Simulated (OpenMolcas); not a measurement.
Ir5+: CASPT2 settings compared

```
Program             : OpenMolcas
Basis               : ANO-R2 [8s6p5d3f1g]
Scalar Hamiltonian  : X2C, finite nucleus
Active space        : 4 electrons in 5 orbitals (5d)
State averaging     : 2S+1 = 5 even, 5 roots; 2S+1 = 3 even, 35 roots; 2S+1 = 1 even, 35 roots (13 in the spin-orbit step)
Spin-orbit coupling : RASSI with atomic mean-field integrals over the reference wave functions, term energies averaged over their components
```

Methods on the same reference wave functions:
A. CASSCF
B. SS-CASPT2, IPEA 0.1 Eh, real shift 0.05 Eh (closed shells correlated: none)
C. SS-CASPT2, IPEA 0.35 Eh, imaginary shift 0.4 Eh (closed shells correlated: 4f 5s 5p)
D. XMS-CASPT2, IPEA 0.35 Eh, no level shift (closed shells correlated: 5s 5p)

Energies in cm⁻¹ above 5d⁴ ⁵D₀.

| Level | A | B | C | D |
| --- | --- | --- | --- | --- |
| 5d⁴ ⁵D₀ [70 %] | 0.0 | 0.0 | 0.0 | 0.0 |
| 5d⁴ ⁵D₁ | 3596 | 4100 | 3950 | 3930 |
| 5d⁴ ⁵D₂ | 8235 | 9240 | 8900 | 8870 |
| 5d⁴ ⁵D₃ | 11693 | 12580 | 12200 | 12190 |
| 5d⁴ ⁵D₄ | 14867 | 15450 | 15140 | 15130 |

Among B to D the level of the table that moves most is 5d⁴ ⁵D₃, by 390 cm-1 (lowest in D, highest in B). Moves below CASPT2's spread within the term are not significant.

The lowest spin-free term lies below A's lowest term by 0.033 hartree in B, 0.494 hartree in C, 0.272 hartree in D.

CASPT2 breaks the degeneracy within a term, and the mean is taken; among the terms shown or strongly mixed into the levels shown the widest spread is 1100 cm-1 (5d⁴ ³F, D). Some high roots are left out of the spin-orbit mixing, which shifts the levels that they would mix with. Without dynamic correlation excited terms often stand tens of per cent too high (terms of higher spin than the ground term too low), and those without a measured partner can miss by more than the paired ones (holds for A). The CASPT2 spread within a term exceeds the gap to the next term for 5d⁴ ³P and 5d⁴ ³F, so the order of their levels is uncertain (holds for D). Levels of configurations outside the active space are missing. Levels that lie high or do not pair safely by name in every column are left out.

A share in square brackets marks a mixed level and gives the weight of the term that names it, the lowest over the columns.
